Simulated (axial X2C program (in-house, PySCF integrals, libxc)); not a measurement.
# Potential curves of TiP⁻, with spin–orbit coupling

All values were computed with an in-house all-electron X2C program for linear molecules (integrals from PySCF). Two-component (2c) means X2C with spin–orbit coupling and atomic mean-field two-electron Coulomb and Gaunt terms. Basis: Ti dyall-acv3z [11s11p7d4f2g], P dyall-av3z [9s8p3d2f] (cores contracted in-house); Gaussian nuclei, density fitting, unrestricted open shells. Masses: Ti 47.948 u, P 30.974 u.

State: Ω = 1 (⟨Sz⟩ = -1.00, ⟨Lz⟩ = 2.00 at B3LYP). Energies in cm⁻¹ from the lowest point of each curve. Fits are polynomials in 1 − R0/R over 0.85 to 1.23 times the lowest point R0.

```tsv
R (Å)	B3LYP
1.8705	8743
1.9565	3787
2.0210	1586
2.0855	395
2.1500	0
2.2252	300
2.3005	1191
2.3973	2877
2.5155	5229
```

One determinant describes the state; a PBE0 search over occupations chose it and may have missed a lower one. Density functionals use the spin component along the axis (collinear). PBE0 can misorder states that lie within some tenths of an eV, so this need not be the ground state of the molecule. The nearest other 2c determinant of the search, Ω = 3, lies 0.02 eV up at the distance of the search. The functionals have no current-density term, which raises determinants with orbital currents, atoms included. With several unpaired electrons one determinant need not be a pure state. The highest occupied level of some functionals is positive through self-interaction error; at Hartree–Fock it is bound. The determinant is spin-polarised beyond a pure state at some levels (its spin-free form has ⟨S²⟩ too high), which makes Re and μ there less reliable. The stretched end of a curve changes character and is left out.

Q: What are Re and ωe at the B3LYP level?

A: At B3LYP, 2c: Re = 2.157 Å, ωe ≈ 505 cm⁻¹; Be follows as 0.193 cm⁻¹.
